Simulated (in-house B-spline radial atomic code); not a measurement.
The numbers below are computed, except where a source is named.
## Softness against transferability: the 3d channel of Cu

Cu, [Ar] 3d10 4s1, non-relativistic PBE, spherical and spin-unpolarised, from an all-electron radial atomic-structure program (B-spline basis) (atomic units). The all-electron 3d level is ε = -0.191591 hartree and its outer maximum at 0.60 bohr.

Troullier-Martins pseudo-orbitals are made for several radii. The cutoffs (hartree) are the plane-wave energies beyond which the orbital holds less than the named kinetic energy per electron. The phase error is the difference, pseudo minus all-electron, of arctan(R P'/P) at R = 2.81 bohr for all radii, half a hartree below and above the level.

```tsv
r_c (bohr)	V_l(0) (hartree)	cutoff for 10 mEh	for 1 mEh	for 0.1 mEh	phase error at ε − 0.5 (mrad)	at ε + 0.5 (mrad)
1.34	-25.40	56.2	67.3	113	+0.3	+9.2
1.56	-20.45	44.6	53.7	90.3	+0.7	+20.1
1.79	-16.73	36	43.8	72.5	+1.5	+38.5
2.02	-13.98	29.8	36	59.2	+3.1	+64.7
2.26	-11.81	24.8	30.1	48.8	+6.2	+100.1
2.51	-10.07	21	25.3	40.5	+12.0	+144.5
```

Question: Which radius needs the lowest cutoff for 0.1 mEh while both phase errors stay within 64.8 mrad?

Answer: The radii within that limit are 1.34, 1.56, 1.79, 2.02 bohr; of these r_c = 2.02 needs the least, 59.2 hartree, that is 118 Ry or 1611 eV.

Question: What does the larger radius buy, and what does it cost?

Answer: From r_c = 1.34 to 2.51 bohr the cutoff for 1 mEh goes from 67.3 to 25.3 hartree, a factor of 2.66, against 3.51 for a pure 1/r_c² scaling, end to end; step by step it is 67.3, 53.7, 43.8, 36, 30.1, 25.3, and for 0.1 mEh 113, 90.3, 72.5, 59.2, 48.8, 40.5; the number of plane waves goes as the cutoff to the power 3/2, here a factor of 4.3. The larger of the two phase errors is least at r_c = 1.34 bohr, 9.2 mrad; it is 9.2 at the smallest radius and 144.5 at the largest. These errors test the reference atom alone. Large radii also let the cores of neighbours overlap, which an atom doesn't show.
